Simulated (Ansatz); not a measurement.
System (SMILES): [Si]Cl (Si-Cl), doublet.
Atoms: Si1, Cl2. Bonds: Si1-Cl2.

Basis-set convergence of the highest harmonic wavenumber at CCSD(T) with Ansatz (a first-principles code). Each level at its own minimum, finite differences of forces, unscaled; the reference is a large set that could be run, not a limit. Cartesian d functions, on some or all atoms, in 6-31G*, 6-311+G**; all else is spherical. Cores are frozen. Open shells are unrestricted. No added dispersion term, no relativity. Reference: the value in aug-cc-pV(T+d)Z, 525 cm⁻¹, itself unsure by roughly 4 cm⁻¹ (its distance from def2-TZVPPD). Deviations are taken from unrounded values.

```tsv
basis	functions	highest harmonic wavenumber (cm⁻¹)	minus reference (cm⁻¹)
def2-SVP	36	545	20
6-31G*	38	536	10
cc-pV(D+d)Z	46	525	0
6-311+G**	62	522	-4
aug-cc-pV(D+d)Z	64	500	-26
pcseg-2	68	547	22
def2-TZVPP	84	535	9
aug-cc-pV(T+d)Z	110	525	0
cc-pCVTZ	118	533	7
```
